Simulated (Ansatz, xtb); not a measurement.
**Relative energy of two isomers of C3H12GeSi**

Structure a is `[CH3][Ge]([CH3])([CH3])[SiH3]`, a singlet and structure b is `C[CH2][GeH2][CH2][SiH3]`, a singlet. Both are isolated molecules in the gas phase, relaxed with PBE0-D3(BJ)/def2-SVP; the shapes shown needn't be the lowest conformers.

a (Å):

```tsv
atom	x (Å)	y (Å)	z (Å)
C	-2.2932	0.6881	-0.4816
C	0.2740	1.3663	1.2971
C	0.3634	-1.0638	-0.7768
Ge	-0.7704	-0.0807	0.4850
Si	-1.5581	-1.5615	2.1864
H	-1.9335	1.3717	-1.2662
H	-2.8936	-0.1008	-0.9580
H	-2.9440	1.2551	0.2001
H	0.6381	2.0509	0.5155
H	-0.3397	1.9431	2.0045
H	1.1432	0.9654	1.8390
H	-0.1996	-1.8772	-1.2575
H	0.7287	-0.3837	-1.5619
H	1.2333	-1.5000	-0.2641
H	-2.4391	-0.8420	3.1618
H	-0.4172	-2.1576	2.9532
H	-2.3516	-2.6873	1.5966
```

b (Å):

```yaml
atoms:
  - { symbol: C, position_ang: [-1.9411, 0.8255, 1.4794] }
  - { symbol: C, position_ang: [-1.1300, 1.6357, 0.4763] }
  - { symbol: C, position_ang: [1.0778, -0.7002, 0.2301] }
  - { symbol: Ge, position_ang: [0.7876, 1.2237, 0.5024] }
  - { symbol: Si, position_ang: [0.3060, -1.3928, -1.3345] }
  - { symbol: H, position_ang: [-3.0093, 1.0937, 1.4503] }
  - { symbol: H, position_ang: [-1.8751, -0.2555, 1.2769] }
  - { symbol: H, position_ang: [-1.5920, 0.9868, 2.5121] }
  - { symbol: H, position_ang: [-1.4954, 1.4643, -0.5500] }
  - { symbol: H, position_ang: [-1.2390, 2.7166, 0.6634] }
  - { symbol: H, position_ang: [1.3900, 1.6312, 1.8668] }
  - { symbol: H, position_ang: [1.5149, 2.0058, -0.6128] }
  - { symbol: H, position_ang: [0.6756, -1.2402, 1.1034] }
  - { symbol: H, position_ang: [2.1645, -0.8859, 0.2122] }
  - { symbol: H, position_ang: [0.6261, -2.8442, -1.5095] }
  - { symbol: H, position_ang: [-1.1836, -1.2508, -1.2918] }
  - { symbol: H, position_ang: [0.8047, -0.6549, -2.5369] }
```

Quicker runs give these differences E(b) − E(a): GFN2-xTB +0.235 eV; HF/STO-3G +0.722 eV (at GFN2-xTB geometries); r2SCAN-D4/def2-SVP +0.501 eV (at GFN2-xTB geometries).

Problem. Estimate E(b) − E(a) at the level CCSD(T)/def2-SVP + ΔMP2/def2-TZVPP.

Solution. Calculated at CCSD(T)/def2-SVP + ΔMP2/def2-TZVPP: E(b) − E(a) = +0.547 eV, so structure a lies lower.

Level by level:

```tsv
level	geometry	E(b) − E(a) (eV)	departure from the last row (eV)	job, with rough time for the two
GFN2-xTB	GFN2-xTB	+0.235	−0.312	optimisation, 0.16 s
HF/STO-3G	GFN2-xTB	+0.722	+0.174	single point, 0.48 s
r2SCAN-D4/def2-SVP	GFN2-xTB	+0.501	−0.046	single point, 4.3 s
PBE0-D3(BJ)/def2-SVP	PBE0-D3(BJ)/def2-SVP	+0.510	−0.038	optimisation, 35 s
HF/def2-SVP	PBE0-D3(BJ)/def2-SVP	+0.387	−0.160	part of the CCSD(T) run
MP2/def2-SVP	PBE0-D3(BJ)/def2-SVP	+0.398	−0.150	part of the CCSD(T) run
CCSD(T)/def2-SVP	PBE0-D3(BJ)/def2-SVP	+0.391	−0.157	single point
CCSD(T)/def2-SVP + ΔMP2/def2-TZVPP	PBE0-D3(BJ)/def2-SVP	+0.547		single point, 81 s
```

As drawn, b has 1 C–C, 1 C–Si, 2 Ge–H in place of 1 C–Ge, 1 Ge–Si, 2 C–H.

None of the levels shown reverses the order. The largest departure from CCSD(T)/def2-SVP + ΔMP2/def2-TZVPP is that of GFN2-xTB, 0.312 eV. The last row adds to CCSD(T) the change of the MP2 difference between the two basis sets, here +0.157 eV, a large step that makes the value less sure.

With thermal terms from frequencies at re-optimised GFN2-xTB minima (ideal gas, soft modes damped towards free rotors, one conformer each, 298.15 K, 1 atm): the zero-point term adds −0.061 eV; ΔH is +0.440 and ΔG +0.506 eV.

The correlated steps freeze 17 core orbitals; the filled d shell of Ge is correlated, in a basis made for valence electrons. Codes used: Ansatz 0.2.0, xtb 6.7.1; the last row on 4 threads of Arm Neoverse V1 on a shared host.
